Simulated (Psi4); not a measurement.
Relaxed torsion scan: SMILES CO[SiH2]CC(C)(C)C (C6H16OSi). Scanned: dihedral O2–Si3–C4–C5; all other coordinates were relaxed at GFN2-xTB. Points at φ and −φ are mirror images.

Geometry of the scan point at -90° (Å):
```
24

C      4.0930    -0.0292     0.4885
O      2.7745    -0.3961     0.2276
Si     1.5000     0.5877     0.0130
C      0.0598    -0.6169    -0.2503
C     -0.2589    -1.0667    -1.6824
C      0.9887    -1.6376    -2.3548
C     -0.7939     0.1084    -2.5014
C     -1.3371    -2.1559    -1.6260
H      4.6880    -0.9390     0.5766
H      4.4942     0.5866    -0.3203
H      4.1614     0.5383     1.4198
H      1.7546     1.5254    -1.0899
H      1.2721     1.4105     1.2111
H     -0.8375    -0.1552     0.1648
H      0.2536    -1.5074     0.3515
H      1.7459    -0.8666    -2.4729
H      0.7450    -2.0350    -3.3386
H      1.4108    -2.4386    -1.7528
H     -0.0494     0.8951    -2.5816
H     -1.6820     0.5271    -2.0322
H     -1.0593    -0.2178    -3.5052
H     -2.2319    -1.7841    -1.1307
H     -1.6111    -2.4770    -2.6292
H     -0.9782    -3.0239    -1.0768
```

Method: PBE-D3(BJ)/def2-SVP // GFN2-xTB (Psi4 1.11).

Scanned values (°): -150, -120, -90, -60, -30, 0, 30, 60, 90, 120, 150, 180.

At which scan points does the profile have its minima and maxima, and how high do they lie?

Lower than their neighbours: -60° (0.0 kJ/mol), 60° (0.0 kJ/mol), 180° (7.2 kJ/mol). Higher than their neighbours: -120° (8.7 kJ/mol), 0° (4.1 kJ/mol), 120° (8.7 kJ/mol). The whole profile spans 8.7 kJ/mol.
